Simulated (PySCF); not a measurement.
**Magnetisability: SMILES CSC1=CC=C(Cl)[SiH2]1, C5H7ClSSi**

Geometry (Å), atoms numbered from 1 in this order:
```xyz
15

C     2.7486   -0.0919    0.0327
S     1.6787   -0.1269   -1.4344
C     0.0978   -0.0488   -0.7079
C    -1.0363   -0.0931   -1.4400
C    -2.2776   -0.0041   -0.7081
C    -2.1574    0.1155    0.6249
Cl   -3.5063    0.2363    1.6858
Si   -0.3391    0.1284    1.1335
H     2.5508    0.8083    0.6056
H     2.5701   -0.9758    0.6369
H     3.7715   -0.0870   -0.3305
H    -1.0501   -0.1884   -2.5145
H    -3.2203   -0.0347   -1.2331
H     0.0627   -1.0304    1.9271
H     0.1025    1.4008    1.6999
```

Level of theory: GIAO wB97X-D/pcSseg-1 magnetisability, rotational g tensor and spin-rotation constants, non-relativistic, gas phase in PySCF. Geometry: GFN2-xTB.

(1) What are the magnetisability and the molar susceptibility?

(2) Split it along the inertial axes a, b, c into diamagnetic and paramagnetic parts about the centre of mass, with the quadrupole moment.

(3) And the rotational g tensor?

Results:

(1) Isotropic -1498 × 10⁻³⁰ J/T², or -90.2 × 10⁻⁶ cm³/mol; principal values -1638, -1507, -1349 × 10⁻³⁰ J/T², anisotropy 251 × 10⁻³⁰ J/T² (root of half the summed squared differences of the principal values). The susceptibility is in cgs units.

(2) 
| axis | χ (10⁻⁶ cm³/mol) | diamagnetic (10⁻⁶ cm³/mol) | paramagnetic (10⁻⁶ cm³/mol) | summed x² of all electrons (Å²) | quadrupole Θ (D Å) |
| --- | --- | --- | --- | --- | --- |
| a | -90.7 | -504.9 | 414.2 | 443.0 | -4.65 |
| b | -81.3 | -1963.3 | 1882.0 | 99.2 | +9.27 |
| c | -98.6 | -2300.5 | 2201.8 | 19.8 | -4.62 |

Anisotropies 2χaa − χbb − χcc = -1.5 and 2χbb − χaa − χcc = +26.8 × 10⁻⁶ cm³/mol. Θ is traceless in Buckingham's convention.

(3) 
| axis | rotational constant (GHz) | g | nuclear part | electronic part |
| --- | --- | --- | --- | --- |
| a | 3.3655 | -0.0470 | 0.6078 | -0.6549 |
| b | 0.6059 | -0.0135 | 0.5222 | -0.5357 |
| c | 0.5184 | -0.0053 | 0.5309 | -0.5362 |

Asymmetric top; isotopes 12C, 35Cl, 1H, 32S, 28Si; no vibrational averaging.
